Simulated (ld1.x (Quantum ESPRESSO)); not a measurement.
**Scattering properties, TM potential for W**

* Element: W (Z = 74)
* Generator: ld1.x (Quantum ESPRESSO) 7.5
* Type: norm-conserving Troullier–Martins (Kleinman–Bylander form)
* Functional: PBE
* Relativity: scalar-relativistic
* Frozen core: [Kr] 4d10
* Valence charge: 28
* Reference configuration: 4f14 5s2 5p6 5d4 6s0 6p0 (charge +2)
* Partial waves: 5s (bound): rc 1.45 bohr; 5p (bound): rc 1.50 bohr; 5d (bound): rc 1.80 bohr; 4f (bound): rc 0.65 bohr
* Local potential: the f channel
* Core correction: Bessel-smoothed model core inside 0.65 bohr

The phase is arctan(r·u′/u) with u = r·R(r), unwrapped; energies in Ry, scanned from -9 to 5 Ry. A pole is an energy at which the radial function vanishes at the test radius. The pseudo phase is shifted by a multiple of π to meet the all-electron one at the reference energy, and phase errors are pseudo minus all-electron; the curves can meet again beyond the range given. Levels narrower than the energy grid can be missing from the lists of poles.

```tsv
channel	radius (bohr)	reference energy (Ry)	poles, all-electron	poles, pseudo	unbroken range about the reference energy with phases within 0.05 rad	phase error 1 Ry above the reference energy (rad)
s	1.94	-6.99	-6.63	-6.63	below -0.4	-0.000
p	1.94	-4.36	-3.54	-3.54, 4.04	below 0.0	-0.002
d	1.94	-1.46	0.78	0.75	below 4.2	-0.001
f	1.94	-3.62	-3.57	-3.57	the whole range	+0.000
```

A Bessel basis up to 400 Ry misses an occupied level by 0.54 Ry, so cutoffs were not judged. Note: ghost states, extra bound levels that the all-electron valence spectrum of the same l lacks: s at -1952.4 eV, p at -1330.5 eV, d at -581.4 eV, s at -309.3 eV (other channels not judged).

Phases in the d channel:

```json
{"E (Ry)": "-9.00", "all-electron": "1.376", "pseudo": "1.375"}
{"E (Ry)": "-8.76", "all-electron": "1.372", "pseudo": "1.372"}
{"E (Ry)": "-8.52", "all-electron": "1.368", "pseudo": "1.368"}
{"E (Ry)": "-8.28", "all-electron": "1.364", "pseudo": "1.364"}
{"E (Ry)": "-8.04", "all-electron": "1.360", "pseudo": "1.360"}
{"E (Ry)": "-7.80", "all-electron": "1.355", "pseudo": "1.355"}
{"E (Ry)": "-7.56", "all-electron": "1.351", "pseudo": "1.350"}
{"E (Ry)": "-7.32", "all-electron": "1.345", "pseudo": "1.345"}
{"E (Ry)": "-7.08", "all-electron": "1.340", "pseudo": "1.339"}
{"E (Ry)": "-6.84", "all-electron": "1.334", "pseudo": "1.333"}
{"E (Ry)": "-6.60", "all-electron": "1.327", "pseudo": "1.327"}
{"E (Ry)": "-6.36", "all-electron": "1.320", "pseudo": "1.319"}
{"E (Ry)": "-6.12", "all-electron": "1.312", "pseudo": "1.312"}
{"E (Ry)": "-5.88", "all-electron": "1.304", "pseudo": "1.303"}
{"E (Ry)": "-5.64", "all-electron": "1.294", "pseudo": "1.293"}
{"E (Ry)": "-5.40", "all-electron": "1.283", "pseudo": "1.283"}
{"E (Ry)": "-5.16", "all-electron": "1.271", "pseudo": "1.271"}
{"E (Ry)": "-4.92", "all-electron": "1.258", "pseudo": "1.257"}
{"E (Ry)": "-4.68", "all-electron": "1.242", "pseudo": "1.242"}
{"E (Ry)": "-4.44", "all-electron": "1.224", "pseudo": "1.224"}
{"E (Ry)": "-4.20", "all-electron": "1.203", "pseudo": "1.202"}
{"E (Ry)": "-3.96", "all-electron": "1.178", "pseudo": "1.177"}
{"E (Ry)": "-3.72", "all-electron": "1.147", "pseudo": "1.146"}
{"E (Ry)": "-3.48", "all-electron": "1.109", "pseudo": "1.108"}
{"E (Ry)": "-3.24", "all-electron": "1.061", "pseudo": "1.060"}
{"E (Ry)": "-3.00", "all-electron": "0.997", "pseudo": "0.995"}
{"E (Ry)": "-2.76", "all-electron": "0.908", "pseudo": "0.907"}
{"E (Ry)": "-2.52", "all-electron": "0.781", "pseudo": "0.780"}
{"E (Ry)": "-2.28", "all-electron": "0.590", "pseudo": "0.588"}
{"E (Ry)": "-2.04", "all-electron": "0.297", "pseudo": "0.295"}
{"E (Ry)": "-1.80", "all-electron": "-0.108", "pseudo": "-0.109"}
{"E (Ry)": "-1.56", "all-electron": "-0.533", "pseudo": "-0.533"}
{"E (Ry)": "-1.32", "all-electron": "-0.860", "pseudo": "-0.860"}
{"E (Ry)": "-1.08", "all-electron": "-1.076", "pseudo": "-1.077"}
{"E (Ry)": "-0.84", "all-electron": "-1.219", "pseudo": "-1.220"}
{"E (Ry)": "-0.60", "all-electron": "-1.318", "pseudo": "-1.319"}
{"E (Ry)": "-0.36", "all-electron": "-1.389", "pseudo": "-1.391"}
{"E (Ry)": "-0.12", "all-electron": "-1.444", "pseudo": "-1.445"}
{"E (Ry)": "0.12", "all-electron": "-1.486", "pseudo": "-1.488"}
{"E (Ry)": "0.36", "all-electron": "-1.522", "pseudo": "-1.524"}
{"E (Ry)": "0.60", "all-electron": "-1.551", "pseudo": "-1.554"}
{"E (Ry)": "0.84", "all-electron": "-1.577", "pseudo": "-1.581"}
{"E (Ry)": "1.08", "all-electron": "-1.600", "pseudo": "-1.604"}
{"E (Ry)": "1.32", "all-electron": "-1.621", "pseudo": "-1.625"}
{"E (Ry)": "1.56", "all-electron": "-1.640", "pseudo": "-1.645"}
{"E (Ry)": "1.80", "all-electron": "-1.658", "pseudo": "-1.665"}
{"E (Ry)": "2.04", "all-electron": "-1.676", "pseudo": "-1.684"}
{"E (Ry)": "2.28", "all-electron": "-1.693", "pseudo": "-1.702"}
{"E (Ry)": "2.52", "all-electron": "-1.710", "pseudo": "-1.721"}
{"E (Ry)": "2.76", "all-electron": "-1.728", "pseudo": "-1.741"}
{"E (Ry)": "3.00", "all-electron": "-1.746", "pseudo": "-1.762"}
{"E (Ry)": "3.24", "all-electron": "-1.765", "pseudo": "-1.785"}
{"E (Ry)": "3.48", "all-electron": "-1.786", "pseudo": "-1.810"}
{"E (Ry)": "3.72", "all-electron": "-1.808", "pseudo": "-1.838"}
{"E (Ry)": "3.96", "all-electron": "-1.833", "pseudo": "-1.870"}
{"E (Ry)": "4.20", "all-electron": "-1.861", "pseudo": "-1.908"}
{"E (Ry)": "4.44", "all-electron": "-1.893", "pseudo": "-1.954"}
{"E (Ry)": "4.68", "all-electron": "-1.931", "pseudo": "-2.011"}
{"E (Ry)": "4.92", "all-electron": "-1.975", "pseudo": "-2.085"}
```
